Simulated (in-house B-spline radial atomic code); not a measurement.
Orbital energies and mean radii along the 54-electron series, configuration [Kr] 4d10 5s2 5p6. The effective charge is n√(-2ε), a non-relativistic measure. Computed with a radial B-spline atomic code at the basis-set limit: non-relativistic Hartree-Fock, average of the configuration, point nuclei.

This level leaves out relativity, spin-orbit splitting included, which matters for heavy ions.

| ion | Z | energy of 4d (Eh) | mean radius of 4d (bohr) | energy of 4s (Eh) | mean radius of 4s (bohr) | effective charge of 4d |
| --- | --- | --- | --- | --- | --- | --- |
| Xe | 54 | -2.7779 | 0.87045 | -7.8563 | 0.74527 | 9.4283 |
| Cs+ | 55 | -3.5569 | 0.8315 | -8.8726 | 0.72281 | 10.669 |
| Ba2+ | 56 | -4.4282 | 0.79612 | -9.9822 | 0.70163 | 11.904 |
| La3+ | 57 | -5.3833 | 0.76384 | -11.177 | 0.68161 | 13.125 |
| Ce4+ | 58 | -6.4174 | 0.73426 | -12.451 | 0.66268 | 14.33 |
| Pr5+ | 59 | -7.527 | 0.70705 | -13.801 | 0.64475 | 15.52 |

(1) How does the screening of 4d change?

## Answers

(1) Z less the effective charge goes from 44.57 at Z = 54 to 43.48 at Z = 59.
